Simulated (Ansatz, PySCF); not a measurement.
Process, species as SMILES: FBF [difluoroborane] → F[B]F + H atom (the B-H bond at the site shown breaks; other sites are not compared here)
Structures are relaxed separately at B3LYP-D3(BJ)/def2-TZVP in Ansatz (a quantum-chemistry and plane-wave program).
Geometry of the first species:
```
B
F 1 1.3177
F 1 1.3177 2 118.08
H 1 1.1868 2 120.96 3 -180.00
```
Charge 0, spin multiplicity 1.

Quantity: bond dissociation energy (electronic energy difference), in kJ/mol. Valence correlation only, unless marked. Open shells are spin-unrestricted. No spin-orbit coupling. Non-relativistic. CBS(X,Y): correlation extrapolated as X^-3; Hartree-Fock from the larger set.

| level | program | bond dissociation energy (kJ/mol) |
|---|---|---|
| PBE-D3(BJ)/def2-TZVPD | Ansatz + dftd3 | 451.5 |
| BLYP-D3(BJ)/def2-TZVPD | Ansatz + dftd3 | ? |
| TPSS-D4/def2-TZVPD | PySCF + dftd4 | 469.3 |
| PBE0/def2-SVP | Ansatz | ? |
| PBE0-D3(BJ)/def2-TZVPD | Ansatz + dftd3 | 456.4 |
| PBE0/def2-TZVPD | Ansatz | 455.8 |
| BHLYP/def2-TZVPD | Ansatz | 472.5 |
| PW6B95-D3(BJ)/def2-TZVPD | PySCF + dftd3 | 470.6 |
| M06-2X/def2-TZVPD | PySCF | 464.7 |
| LC-wPBE-D3(BJ)/def2-TZVPD | Ansatz + dftd3 | 456.4 |
| wB97M-V/def2-TZVPD | Ansatz | ? |
| B2GP-PLYP-D4/def2-TZVPD | Ansatz + dftd4 | 468.3 |
| B2PLYP-D3(BJ)/def2-TZVPD | Ansatz + dftd3 | 468.4 |
| SCS-MP2/cc-pVTZ | Ansatz | 477.0 |
| CCSD/cc-pVDZ | Ansatz | 467.3 |
| CCSD(T)/CBS(cc-pVTZ,cc-pVQZ) | Ansatz | 479.0 |

**Question.** Some entries are withheld; supply them.

**Answer.** 
- BLYP-D3(BJ)/def2-TZVPD, bond dissociation energy (kJ/mol): 461.2
- PBE0/def2-SVP, bond dissociation energy (kJ/mol): 460.9
- wB97M-V/def2-TZVPD, bond dissociation energy (kJ/mol): 479.4
